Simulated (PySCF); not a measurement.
1-fluorocyclopenta-1,3-diene (C5H5F), SMILES C1C=CC=C1F.

The structure is a stationary point at PBE-D3(BJ)/def2-SVP. One conformer was computed; it need not be the lowest.

All values below come from PBE-D3(BJ)/def2-SVP run with PySCF.

Harmonic, unscaled wavenumbers; measured fundamentals usually lie a few per cent lower.

Computed normal modes with their intensities:
| mode | ν (cm⁻¹) | IR (km/mol) | moving atoms (share of kinetic energy) |
|---|---|---|---|
| 1 | 255 | 3.0 | C 51 %, H 28 %, F 22 % |
| 2 | 370 | 10.4 | H 49 %, C 46 % |
| 3 | 395 | 2.8 | C 45 %, F 41 %, H 14 % |
| 4 | 488 | 2.4 | C 60 %, H 40 % |
| 5 | 605 | 19.2 | F 49 %, C 44 % |
| 6 | 657 | 38.5 | H 79 %, C 21 % |
| 7 | 780 | 7.3 | C 89 %, H 11 % |
| 8 | 832 | 18.0 | H 67 %, C 33 % |
| 9 | 865 | 8.6 | C 59 %, H 41 % |
| 10 | 893 | 14.7 | C 65 %, H 28 % |
| 11 | 920 | 0.7 | H 77 %, C 23 % |
| 12 | 942 | 12.7 | H 61 %, C 39 % |
| 13 | 984 | 2.0 | H 65 %, C 34 % |
| 14 | 1061 | 0.5 | H 87 %, C 13 % |
| 15 | 1075 | 1.1 | H 76 %, C 24 % |
| 16 | 1171 | 2.9 | H 49 %, C 46 % |
| 17 | 1213 | 7.2 | H 51 %, C 43 % |
| 18 | 1309 | 44.2 | C 62 %, H 33 % |
| 19 | 1324 | 21.2 | H 72 %, C 28 % |
| 20 | 1362 | 45.2 | C 68 %, H 30 % |
| 21 | 1552 | 42.0 | C 92 % |
| 22 | 1645 | 106.0 | C 92 % |
| 23 | 2973 | 1.9 | H 94 % |
| 24 | 3015 | 0.9 | H 91 %, C 9 % |
| 25 | 3143 | 6.4 | H 92 %, C 8 % |
| 26 | 3171 | 5.3 | H 91 %, C 9 % |
| 27 | 3178 | 0.7 | H 91 %, C 9 % |
